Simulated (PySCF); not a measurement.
Write Cartesian coordinates for InChI=1S/C6H10OS/c1-3-5-4-8-6(5)7-2/h3,5-6H,1,4H2,2H3/t5-,6+/m1/s1 as optimised with GFN2-xTB.

```
atom  x, y, z in Å
C1    -2.0695    1.1834    1.2497
C2    -1.0582    0.4124    0.8969
C3    -0.9494   -0.2599   -0.4302
C4    -0.8031   -1.7872   -0.3736
S5     0.5225   -1.8102   -1.6320
C6     0.3737   -0.0093   -1.1833
O7     1.3824    0.4371   -0.3639
C8     2.6191    0.5873   -1.0209
H9    -2.1193    1.6458    2.2205
H10   -2.8929    1.3837    0.5830
H11   -0.2362    0.2263    1.5729
H12   -1.7901    0.0229   -1.0686
H13   -0.4213   -2.1505    0.5789
H14   -1.6780   -2.3581   -0.6732
H15    0.2882    0.6010   -2.0928
H16    3.3320    0.9159   -0.2686
H17    2.9419   -0.3679   -1.4508
H18    2.5496    1.3337   -1.8205
```

Orientation and origin are arbitrary. Atoms count from 1 in this order. The 4-membered ring C3–C4–S5–C6 has internal angles of 76.3° to 95.6° (sum 357°, against 360° for a flat polygon); it is puckered, 0.10 Å rms from its mean plane, widest ring torsion 15°. The C–S distances run from 1.828 Å (C4–S5, drawn single) to 1.862 Å (S5–C6, drawn single), a spread of 0.034 Å. The C–C distances run from 1.320 Å (C1=C2, drawn double) to 1.543 Å (C3–C6, drawn single), a spread of 0.223 Å. The 2 C–O bonds span 1.374 Å (C6–O7, drawn single) to 1.408 Å (O7–C8, drawn single), a spread of 0.034 Å.

Bonds between heavy atoms (Å): C1=C2 1.320, C2–C3 1.492, C3–C4 1.535, C4–S5 1.828, S5–C6 1.862, C6–O7 1.374, O7–C8 1.408, C3–C6 1.543.

Computed geometry: GFN2-xTB, gas phase.

Point group: C1 (no symmetry element, even within 0.4 Å). Whether it is a minimum is left open (no frequencies). One conformer, not necessarily the lowest (C1–C2–C3–C4 -123°, S5–C6–O7–C8 73°, C2–C3–C4–S5 -136°, C3–C4–S5–C6 12°, C4–S5–C6–O7 104°, C2–C3–C6–S5 135°).
